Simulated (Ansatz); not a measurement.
Consider the hydrogenolysis of the Si–O bond: `BN[SiH](O)F` + H₂ → `BN[SiH2]F` + H₂O.

Calculated with Ansatz (gas phase, PBE0-D4/def2-TZVP geometries, no zero-point term in ΔE). CCSD(T)/CBS is the MP2 limit (def2-TZVPP, def2-QZVPP) plus CCSD(T) − MP2 in def2-TZVPP, frozen cores. This one scheme is used for every species. Functionals use def2-TZVPP. B3LYP here is the variant with VWN-RPA as its local correlation; programs differ in this. Each species was taken in one conformer, which may not be the lowest.

Problem. Is it downhill or uphill in electronic energy at CCSD(T)/CBS, and by how much? (An estimate is asked.)

Solution. Ansatz gave: Uphill: ΔE = +97.7 kJ/mol.

Problem. What do these levels give: r2SCANh-D4, B3LYP, MP2/def2-SVP, CCSD/def2-TZVPP, CCSD(T)/def2-TZVPP, SCS-MP2/def2-QZVPP? (An estimate is asked.)

Solution. Ansatz gave: r2SCANh-D4 105.4, B3LYP 94.7, MP2/def2-SVP 94.1, CCSD/def2-TZVPP 96.2, CCSD(T)/def2-TZVPP 98.2, SCS-MP2/def2-QZVPP 99.4 kJ/mol.

Problem. What do rigid-rotor, harmonic-oscillator terms from PBE0-D4/def2-TZVP frequencies (298.15 K, 1 bar) make of the CCSD(T)/CBS value? (An estimate is asked.)

Solution. Computed: ΔZPE = +14.0 kJ/mol, ΔH = +109.4 kJ/mol, ΔS = 28 J/(mol·K), ΔG = +101.1 kJ/mol. Modes under 50 cm⁻¹ make the entropy rough.

Largest T1 diagnostic among the species: 0.012.

The D4 term adds +5.6 kJ/mol with B3LYP and +3.0 kJ/mol with PBE0; it sums over pairs of atoms, weighted by their polarisabilities, and B3LYP, whose exchange is more repulsive, gets the larger term. In def2-TZVPP, CCSD(T) changes the Hartree–Fock value by +4.2 kJ/mol (the triples alone add +2.0 kJ/mol) and MP2 by +9.0 kJ/mol.
